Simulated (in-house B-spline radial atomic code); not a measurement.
How numerical settings move a run on Ga²⁺, [Ar] 3d10 4s1. Computed with a B-spline radial code for spherical atoms: non-relativistic Hartree-Fock, spin-polarised, averaged over the determinants with the given up and down occupations, point nucleus.

Command:
```bash
python run_scf.py task.json out
```
Settings of the sound reference run:
```
Z                31
electrons        29
configuration    [Ar] 3d10 4s1
hamiltonian      nr
method           hf
spin_polarised   True
knot_spacing     0.22
spline_order     8
gauss_points     12
box_radius       22.22
max_iterations   70
damping          0.5
damped_steps     3
diis_vectors     10
tolerance        1e-08
start            Thomas-Fermi
```

Time taken, with all properties: 0.22 s on 1 thread of Arm Neoverse N1, with other jobs on the host.

It converges in 11 iterations to -1922.381736 hartree, with 4s up at -29.2922 eV. The other runs change the listed settings, some to values that make no sense; their results aren't properties of the atom or ion. Radii are in bohr (the nuclear one in fm), a minus after a letter asks for a j subshell, and «unchanged» means within 1e-8 hartree. The run stops when the residual is below 10 × tolerance × max(1, Z/10), or a noise floor if that is larger, and the energy moves by less than 1e-8 × √|E| hartree; so very loose and very tight tolerances often act alike.

| changed settings | outcome |
| --- | --- |
| first_knot = 0.00323, max_iterations = 100, damped_steps = 0, tolerance = 1e-13 | converged in 12 iterations, energy unchanged, 4s up level -4.2e-07 eV |
| damped_steps = 0 | converged in 10 iterations, energy unchanged |
| hamiltonian = dirac, spin_polarised = False, nucleus = fermi, rms_radius = 3.9973, mass_number = 69, atomic_mass = 68.92557, speed_of_light = 23.25501 | stopped with error: Z/c is past the critical charge |
| gauss_points = 3, max_iterations = 12, damping = 0.95, tolerance = 1e-06 | converged in 10 iterations, energy -3.98e+05 hartree from the reference, 4s up level -1.4e+02 eV |
| diis_vectors = 20 | converged in 11 iterations, energy unchanged |
| diis_vectors = 4 | converged in 11 iterations, energy unchanged, 4s up level -4.1e-07 eV |
| gauss_points = 4 | converged in 11 iterations, energy -6.26e-07 hartree from the reference |
| gauss_points = 5, box_radius = 44.44, max_iterations = 60, diis_vectors = 1 | not converged after 60 iterations, last residual 3.0e-06, last energy -3.90e-09 hartree from the reference |
| electrons = 30, configuration = [Ar] 3d10 4s1 5p-1, max_iterations = 60 | stopped with error: j subshells need the Dirac Hamiltonian and l > 0 |
| diis_vectors = 0 | converged in 25 iterations, energy unchanged, 4s up level +6.1e-07 eV |
| electrons = 31, configuration = [Ar] 3d10 4s3, max_iterations = 75 | stopped with error: shell 4s holds at most 1 electrons (per spin) |

(1) What happens with diis_vectors = 2?

(2) What happens with damped_steps = 1?

(3) What happens with diis_vectors = 1?

(4) What happens with damped_steps = 8?

## Answers

(1) Converged in 14 iterations, energy unchanged, 4s up level +2.0e-06 eV.

(2) Converged in 10 iterations, energy unchanged, 4s up level -6.6e-07 eV.

(3) Not converged after 70 iterations, last residual 1.0e-06, last energy +1.00e-10 hartree from the reference.

(4) Converged in 14 iterations, energy unchanged, 4s up level -1.0e-06 eV.
